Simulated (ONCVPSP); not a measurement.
Scattering properties, ONCV potential for selenium (Se)

Se, optimised norm-conserving Vanderbilt (ONCV), made with ONCVPSP 4.0.1 (PBE, scalar-relativistic). Core [Ar] 3d10, reference 4s2 4p4. Waves: 4s: rc 1.10 bohr, ncon 3, nbas 8, qcut 4.7 1/bohr, 2 projectors, debl 1.4 Ha; 4p: rc 1.90 bohr, ncon 4, nbas 7, qcut 4.4 1/bohr, 2 projectors, debl 1.2 Ha. Local part: polynomial inside 0.85 bohr (lpopt 5, dvloc0 2 Ha). Core correction: none.

The phase is arctan(r·R′/R) of the radial function R(r), unwrapped; energies in Ha, scanned from -2 to 5 Ha. A pole is an energy at which the radial function vanishes at the test radius. The pseudo phase is shifted by a multiple of π to meet the all-electron one at the reference energy, and phase errors are pseudo minus all-electron; the curves can meet again beyond the range given. Levels narrower than the energy grid can be missing from the lists of poles.

Problem. For each channel, where are the poles, and over which energies does the pseudopotential scatter like the atom?

Solution.

```csv
channel,radius (bohr),reference energy (Ha),"poles, all-electron","poles, pseudo",unbroken range about the reference energy with phases within 0.05 rad,phase error 1 Ha above the reference energy (rad)
s,1.12,-0.64,none,none,the whole range,-0.000
p,1.93,-0.24,1.44,"1.44, 4.68",below 3.3,-0.000
```

Note: ghosts flagged at negative energy: s at -2299.8 eV, s at -125.3 eV; GHOST(+) flagged for p at 132.1 eV. A true bound ghost makes a file unfit for plane-wave use.

Phases in the s channel:

```csv
E (Ha),all-electron,pseudo
-1.98,0.919,0.922
-1.62,0.837,0.837
-1.26,0.734,0.734
-0.90,0.606,0.606
-0.54,0.447,0.447
-0.18,0.254,0.254
0.18,0.033,0.032
0.54,-0.200,-0.200
0.90,-0.420,-0.421
1.26,-0.613,-0.613
1.62,-0.771,-0.771
1.98,-0.898,-0.897
2.34,-0.999,-0.998
2.70,-1.081,-1.078
3.06,-1.147,-1.143
3.42,-1.201,-1.197
3.78,-1.247,-1.242
4.14,-1.286,-1.280
4.50,-1.319,-1.312
4.86,-1.347,-1.339
```
